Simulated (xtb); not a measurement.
xtb input (GFN1-xTB):

```bash
xtb mol.xyz --gfn 1 --sp --chrg 1 --uhf 0
```
mol.xyz:
```
12

C     -1.93318459     0.08848461     0.32233726
C     -0.76334437     0.37195778    -0.61313709
C      0.56168897    -0.02813652    -0.08975367
O      0.75289409    -0.55974104     1.06182669
O      1.59172273     0.16339611    -0.82113617
H     -1.84989120     0.63917299     1.26220033
H     -2.04607749    -0.97877786     0.52578920
H     -2.85711729     0.41623140    -0.14987852
H     -0.87211265    -0.13255339    -1.57997949
H     -0.67990801     1.43637429    -0.86206586
H      2.43006487    -0.12443926    -0.40721048
H     -0.07285287    -0.67908413     1.56894175
```

End of the output:

```
         :::::::::::::::::::::::::::::::::::::::::::::::::::::
         ::                     SUMMARY                     ::
         :::::::::::::::::::::::::::::::::::::::::::::::::::::
         :: total energy             -19.045772149668 Eh    ::
         :: gradient norm              0.020010099626 Eh/a0 ::
         :: HOMO-LUMO gap              4.433776107811 eV    ::
         ::.................................................::
         :: SCC energy               -19.231046867809 Eh    ::
         :: -> electrostatic           0.173550745910 Eh    ::
         :: repulsion energy           0.188638812913 Eh    ::
         :: dispersion energy         -0.003364094772 Eh    ::
         :: halogen bond corr.         0.000000000000 Eh    ::
         :: add. restraining           0.000000000000 Eh    ::
         :: total charge               1.000000000000 e     ::
         :::::::::::::::::::::::::::::::::::::::::::::::::::::

           -------------------------------------------------
          |                Property Printout                |
           -------------------------------------------------

    * Orbital Energies and Occupations

         #    Occupation            Energy/Eh            Energy/eV
      -------------------------------------------------------------
         1        2.0000           -1.0955817             -29.8123
       ...           ...                  ...                  ...
         3        2.0000           -0.9652521             -26.2658
         4        2.0000           -0.9407233             -25.5984
         5        2.0000           -0.9058370             -24.6491
         6        2.0000           -0.8972219             -24.4146
         7        2.0000           -0.8552578             -23.2727
         8        2.0000           -0.8308932             -22.6098
         9        2.0000           -0.8206736             -22.3317
        10        2.0000           -0.8080961             -21.9894
        11        2.0000           -0.7652492             -20.8235
        12        2.0000           -0.7643153             -20.7981
        13        2.0000           -0.7241342             -19.7047
        14        2.0000           -0.6970589             -18.9679
        15        2.0000           -0.6970246             -18.9670 (HOMO)
        16                         -0.5340864             -14.5332 (LUMO)
Note: The following floating-point exceptions are signalling: IEEE_DENORMAL
normal termination of xtb
        17                         -0.3622079              -9.8562
        18                         -0.3426156              -9.3230
        19                         -0.3225657              -8.7775
        20                         -0.3014633              -8.2032
        21                         -0.2822079              -7.6793
        22                         -0.2450378              -6.6678
        23                         -0.2335172              -6.3543
        24                         -0.1315579              -3.5799
        25                         -0.1211538              -3.2968
        26                         -0.0125841              -0.3424
       ...                                ...                  ...
        34                          0.2818704               7.6701
      -------------------------------------------------------------
                  HL-Gap            0.1629383 Eh            4.4338 eV
             Fermi-level           -0.6155555 Eh          -16.7501 eV

  Mulliken/CM5 charges         n(s)   n(p)   n(d)
     1C    -0.10125 -0.25188   1.016  3.086  0.000
     2C    -0.07550 -0.17736   1.046  3.029  0.000
     3C     0.61111  0.64962   1.006  2.383  0.000
     4O    -0.40760 -0.61204   1.675  4.733  0.000
     5O    -0.39155 -0.59125   1.670  4.721  0.000
     6H     0.06274  0.11559   0.937  0.000  0.000
     7H     0.06331  0.11616   0.937  0.000  0.000
     8H     0.09988  0.15167   0.900  0.000  0.000
     9H     0.12853  0.18668   0.871  0.000  0.000
    10H     0.12893  0.18701   0.871  0.000  0.000
    11H     0.45237  0.62533   0.548  0.000  0.000
    12H     0.42901  0.60048   0.571  0.000  0.000

Wiberg/Mayer (AO) data.
largest (>0.10) Wiberg bond orders for each atom

 ---------------------------------------------------------------------------
     #   Z sym  total        # sym  WBO       # sym  WBO       # sym  WBO
 ---------------------------------------------------------------------------
     1   6 C    3.979 --     2 C    1.015     7 H    0.980     6 H    0.980
                             8 H    0.973
     2   6 C    3.961 --     3 C    1.038     1 C    1.015     9 H    0.918
                            10 H    0.916
     3   6 C    3.739 --     5 O    1.332     4 O    1.298     2 C    1.038
     4   8 O    2.253 --     3 C    1.298    12 H    0.789
     5   8 O    2.264 --     3 C    1.332    11 H    0.776
     6   1 H    0.995 --     1 C    0.980
     7   1 H    0.995 --     1 C    0.980
     8   1 H    0.990 --     1 C    0.973
     9   1 H    0.985 --     2 C    0.918
    10   1 H    0.985 --     2 C    0.916
    11   1 H    0.802 --     5 O    0.776
    12   1 H    0.831 --     4 O    0.789
 ---------------------------------------------------------------------------

Topologies differ in total number of bonds
Writing topology from bond orders to xtbtopo.mol

 dipole moment from electron density (au)
     X       Y       Z
   0.1737  -0.2032   0.4329  total (Debye):    1.293

           -------------------------------------------------
          | TOTAL ENERGY              -19.045772149668 Eh   |
          | GRADIENT NORM               0.020010099626 Eh/α |
          | HOMO-LUMO GAP               4.433776107811 eV   |
           -------------------------------------------------

------------------------------------------------------------------------
------------------------------------------------------------------------
 total:
 SCF:
```

It need not be the lowest isomer of its formula.
